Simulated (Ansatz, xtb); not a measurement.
## A geometry optimisation of C2H5Zn with r2SCAN-D4/def2-SVP

The starting geometry of this gas-phase doublet has its atoms placed at random.

```xyz
8

C    -1.1829    1.0449   -0.4090
C     0.5435   -1.7951   -1.3855
Zn    0.8626    0.1701    0.4184
H     1.5566   -1.0502    0.3673
H     0.4399    0.8751    1.5992
H     0.8379    1.4594   -0.0085
H     0.0676   -0.6046    2.0217
H     1.2620   -0.2877   -1.4052
```

Task: One run relaxed it with r2SCAN-D4/def2-SVP. What is a likely outcome?

Result: It loosens into C2H3Zn + H2, which stay close as a complex. Distances that change by over a tenth: Zn3–H7 (1.95 → 3.15 Å), Zn3–H8 (1.92 → 2.66 Å). Contacts that open: Zn3–H4 (1.40 → 2.66 Å), Zn3–H5 (1.44 → 2.71 Å), Zn3–H6 (1.36 → 2.95 Å). Contacts that close: C1–Zn3 (2.37 → 1.86 Å), C1–H6 (2.10 → 1.09 Å), C2–Zn3 (2.69 → 1.88 Å), C2–H4 (2.16 → 1.10 Å), C2–H8 (1.67 → 1.10 Å), H5–H7 (1.58 → 0.76 Å).

The energy falls by 13.33 eV over 27 steps:

| step | E − E(last) (eV) |
| --- | --- |
| 1 | 13.331 |
| 4 | 6.666 |
| 7 | 4.169 |
| 10 | 1.778 |
| 13 | 0.338 |
| 15 | 0.093 |
| 18 | 0.002 |
| 21 | 0.000 |
| 24 | 0.000 |
| 27 | 0.000 |

Final geometry (Å):

```yaml
atoms:
  - { symbol: C, position_ang: [-0.3201, 1.9448, -0.2523] }
  - { symbol: C, position_ang: [1.2905, -1.3854, -0.8285] }
  - { symbol: Zn, position_ang: [0.4793, 0.2866, -0.5189] }
  - { symbol: H, position_ang: [1.5318, -2.1053, -0.0334] }
  - { symbol: H, position_ang: [0.1859, 0.2592, 2.1782] }
  - { symbol: H, position_ang: [-0.7859, 2.9203, -0.0879] }
  - { symbol: H, position_ang: [0.4267, -0.3509, 2.5634] }
  - { symbol: H, position_ang: [1.5790, -1.7573, -1.8221] }
```

From the same start GFN2-xTB ends elsewhere, in pieces: C2H3Zn + H2.

From so rough a start the end depends on the optimiser's path, so another program may land elsewhere. The end wasn't checked by frequencies. Open shells are spin-unrestricted. Run with Ansatz 0.2.0, 2.1 min on 2 threads of AMD EPYC 9R45 96-Core Processor (Zen 5), with other jobs on the host.
